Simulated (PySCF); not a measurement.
C₃H₁₃NSi₂.
Geometry (PBE0-D3(BJ)/def2-SVP, Å), atoms numbered from 1 in this order:
```xyz
19
C3H13NSi2 angstrom
C     -3.8415   -0.9651    0.2696
N     -2.4593   -0.9509   -0.1433
Si    -1.2439    0.0866    0.5254
C      0.4574   -0.5315    0.0039
C      1.6065    0.3027    0.5837
Si     3.3176   -0.2895    0.0535
H     -4.2977   -1.9571    0.1106
H     -3.9102   -0.7555    1.3491
H     -4.4799   -0.2200   -0.2454
H     -2.3148   -1.2847   -1.0901
H     -1.3417    1.5363    0.1229
H     -1.3997    0.0533    2.0152
H      0.4995   -0.5280   -1.1008
H      0.5434   -1.5899    0.3053
H      1.5728    0.2969    1.6877
H      1.5070    1.3627    0.2897
H      3.4420   -0.2372   -1.4377
H      4.3943    0.5612    0.6508
H      3.5338   -1.7057    0.4875
```

Method: core-valence-separated Tamm–Dancoff BHandHLYP/aug-pcX-1 (pcseg-1 on H, def2-SVPD on Si) in PySCF, non-relativistic, gas phase, PBE0-D3(BJ)/def2-SVP geometry. BHandHLYP without relativity tends to put these K edges a few eV too low, so spacings mean more than positions.

The lowest roots of each edge with f over 0.003 (five at most, numbered afresh; weaker and dark ones are left out), with transition dipoles (au) in the frame of the coordinates:

```
root  edge  E (eV)       f       μx       μy       μz
   1     C  285.35  0.0132   0.0069   0.0265   0.0338
   2     C  285.39  0.0063  -0.0138  -0.0208  -0.0166
   3     C  285.95  0.0129  -0.0160  -0.0246   0.0313
   4     C  286.08  0.0548  -0.0107   0.0585  -0.0654
   5     C  286.10  0.0111   0.0388   0.0057  -0.0060
   6     N  399.08  0.0129  -0.0099   0.0038   0.0348
   7     N  400.38  0.0182   0.0097   0.0386   0.0166
   8     N  400.59  0.0045   0.0113  -0.0142  -0.0114
   9     N  400.90  0.0081  -0.0150   0.0046  -0.0241
  10     N  401.14  0.0041   0.0001  -0.0131   0.0156
```

Molecules are fixed in this frame and the field points along (1, 1, 0)/√2. What effective strengths 3 f cos²θ do the roots have (θ between field and μ)?

root 1 (C4): 0.012, root 2 (C5): 0.013, root 3 (C4): 0.017, root 4 (C4 + C5): 0.024, root 5 (C1): 0.021, root 6 (N2): 0.001, root 7 (N2): 0.034, root 8 (N2): 0.000, root 9 (N2): 0.002, root 10 (N2): 0.002. Root 7 is the strongest. Averaged over all orientations cos²θ is 1/3, which gives f back.

One conformer stands for the species.
